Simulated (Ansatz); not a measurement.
Molecule: C₂H₆BO (charge 0, doublet). It need not be the lowest isomer of its formula. 
Structure (B3LYP-D3(BJ)/def2-TZVP (Ansatz, an electronic-structure program) minimum search):
SMILES: CC[B]O
```xyz
10

C     -1.7982     0.6019    -0.2241
C     -0.5794    -0.3232    -0.2640
B      0.7648     0.2564     0.2853
O      1.9086    -0.4505     0.3077
H     -1.6230     1.5078    -0.8069
H     -2.6861     0.1109    -0.6270
H     -2.0222     0.9127     0.7978
H     -0.7792    -1.2452     0.2993
H     -0.3831    -0.6547    -1.2931
H      2.6664     0.0188     0.6702
```
Charge 0, spin multiplicity 2.

Parts of the frozen-core correlation energy in cc-pwCVTZ (Ansatz, hartree). Frozen orbitals: 4; correlated occupied orbitals by spin: 12 and 11; virtual: 240 and 241. Open shells are spin-unrestricted. Spin-orbit coupling is left out. No relativistic terms.

| term | value |
|---|---|
| reference (HF) | -178.84242 |
| MP2 opposite-spin | … |
| MP2 same-spin | -0.15836 |
| CCSD correlation | … |
| (T) | … |
| T1 diagnostic | 0.013 |
| largest doubles amplitude | 0.026 |
| <S^2> of the reference | 0.754 |

What belongs in the gaps?


- MP2 opposite-spin, value: -0.52075
- CCSD correlation, value: -0.71169
- (T), value: -0.02747
